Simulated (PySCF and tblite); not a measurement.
Results of a calculation; reference values are marked as such.
System: C₈H₈O, numbered as in [OH:1][C@@:2]12[C@H:3]3[CH:4]=[CH:5][C@@H:6]1[C@@H:7]2[CH:8]=[CH:9]3.

Motion: Cope rearrangement (breaking C6–C7, making C4–C9). GFN2-xTB gives an electronic barrier of 6.6 kcal/mol and a reaction energy of 0.7 kcal/mol.

**Question.** What does PBE0/pcSseg-1 + D3(BJ) give on PBE0-D3(BJ)/def2-SVP geometries?

**Answer.** A barrier of 5.0 kcal/mol, 1.6 below the tight-binding barrier (from unrounded values), a reaction energy of -1.4 kcal/mol and, with GFN2-xTB thermal terms, ΔG‡(298 K) = 4.1 kcal/mol and k = 5.8×10⁹ s⁻¹ (1 equivalent path).

**Question.** And the level of the geometries itself, PBE0-D3(BJ)/def2-SVP?

**Answer.** 5.9 kcal/mol.

Programs: tblite and PySCF.
